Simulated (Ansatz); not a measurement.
Coupled-cluster run, C2H6InNO, SMILES `[CH3][In]([NH2])[CH]=O`.

```yaml
crystal:
  periodic: [false, false, false]
  atoms:
    - {symbol: C, position_ang: [-0.643651, 1.021992, 1.638241]}
    - {symbol: In, position_ang: [0.003692, -0.048417, -0.101097]}
    - {symbol: N, position_ang: [1.887428, -0.773178, -0.129705]}
    - {symbol: C, position_ang: [-1.070770, -0.536869, -1.987719]}
    - {symbol: O, position_ang: [-2.191297, -0.166147, -2.212846]}
    - {symbol: H, position_ang: [0.215401, 1.297113, 2.250327]}
    - {symbol: H, position_ang: [-1.312373, 0.393313, 2.228346]}
    - {symbol: H, position_ang: [-1.186248, 1.922372, 1.349798]}
    - {symbol: H, position_ang: [2.291034, -1.292807, -0.891489]}
    - {symbol: H, position_ang: [2.551661, -0.665317, 0.619252]}
    - {symbol: H, position_ang: [-0.544847, -1.152055, -2.763097]}
basis:
  gaussian: {orbitals: def2-TZVPP}
correlation: {method: ccsd_t}
output: {orbitals: {seedname: orbitals}}
```

```sh
$ ansatz run in.yaml --threads 4 --pin off --events-out ev --progress --plain --max-ram 10444MiB
```

Log, shortened:

```
Functional definition: HF
  name "HF"
  cite "Fock, Z. Phys. 61, 126 (1930) doi:10.1007/BF01340294"
  parent pbe
  exchange = exact_x
  correlation = 0
1720 factors; integrals over basis functions are off by at most 9.4e-4 eV
mean field evaluation 1: about -10818.1535 eV, gradient 5.5e1 eV
mean field evaluation 2: about -10818.2799 eV, gradient 5.5e1 eV
mean field evaluation 4: about -10824.7146 eV, gradient 5.0e0 eV
mean field evaluation 8: about -10824.8213 eV, gradient 6.0e-1 eV
mean field evaluation 16: about -10824.8236 eV, gradient 3.7e-6 eV
mean field -10824.82360086 eV, -397.8049300026 hartree, gradient 3.7e-6 eV, S^2 0.000000; 0 other end points of the search recorded, 0 dependent functions left out
8 core orbitals not correlated: weight in the atoms' cores, before any rotation towards them, 1.000 or more for the frozen orbitals, at most 0.000 for the correlated occupied ones
reference -10824.82360086 eV, -397.8049300026 hartree; 19, 19 occupied and 231, 231 virtual orbitals, 1720 factors
second order -29.17748411 eV of doubles, -0.00000000 eV of singles
cycle   1  -28.80390594 eV  change    3.7e-1 eV  update   1.3e-1
cycle   2  -29.53764184 eV  change   -7.3e-1 eV  update   4.2e-2
cycle   3  -29.72354341 eV  change   -1.9e-1 eV  update   2.6e-2
cycle   4  -29.71326081 eV  change    1.0e-2 eV  update   8.3e-3
cycle   5  -29.70785368 eV  change    5.4e-3 eV  update   4.7e-3
cycle   6  -29.70969140 eV  change   -1.8e-3 eV  update   1.9e-3
cycle   7  -29.70947070 eV  change    2.2e-4 eV  update   8.8e-4
cycle   8  -29.70916937 eV  change    3.0e-4 eV  update   3.0e-4
cycle   9  -29.70924418 eV  change   -7.5e-5 eV  update   1.2e-4
cycle  10  -29.70931474 eV  change   -7.1e-5 eV  update   4.6e-5
cycle  11  -29.70925294 eV  change    6.2e-5 eV  update   1.7e-5
cycle  12  -29.70926705 eV  change   -1.4e-5 eV  update   7.5e-6
perturbative correction -1.18767055 eV, -0.0436460876 hartree
Total energy: -10855.72053846 eV, -398.9403715167 hartree
```

Hardware: 4 threads of an Arm Neoverse V1 on a shared host. Wall time 5.3 min, peak host memory 6.7 GiB.

Correlation energy per correlated electron: -0.813 eV. T1 diagnostic: 0.0162.
